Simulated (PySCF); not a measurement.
Delta-SCF ions had no search for a lower state. Excitations are Tamm–Dancoff values on a coarser integration grid. The basis has no diffuse functions, so Rydberg states are missing or too high.

# C₅H₈, SMILES `CC(C#C)C` (charge 0, multiplicity 1)

All values below come from PBE-D3(BJ)/def2-TZVP // B3LYP-D3(BJ)/def2-TZVP run with PySCF 2.14.0.

| Quantity | Result |
|---|---|
| HOMO | -6.44 eV |
| dipole moment | 0.81 D |
| LUMO | 0.04 eV |
| HOMO–LUMO gap | 6.47 eV |
| S1 excitation (TDA) | 6.53 eV |
| S1 oscillator strength | 0.009 |
| T1 excitation (TDA) | 5.48 eV |
| S1–T1 gap (TDA) | 1.05 eV |
| vertical ionisation energy (Delta-SCF) | 9.77 eV |
| total energy | -195.0834 Ha |
| cost | roughly 2.5 core-minutes |

```xyz
13

C      2.5099     0.1576     0.0634
C      1.3356     0.0858    -0.1753
C     -0.0991    -0.0009    -0.4391
C     -0.6786    -1.3158     0.1040
C     -0.8374     1.2177     0.1349
H      3.5494     0.2191     0.2722
H     -0.2329     0.0040    -1.5266
H     -0.5682    -1.3615     1.1886
H     -1.7407    -1.3858    -0.1376
H     -0.1674    -2.1772    -0.3257
H     -0.7320     1.2503     1.2205
H     -0.4385     2.1464    -0.2729
H     -1.9003     1.1603    -0.1065
```
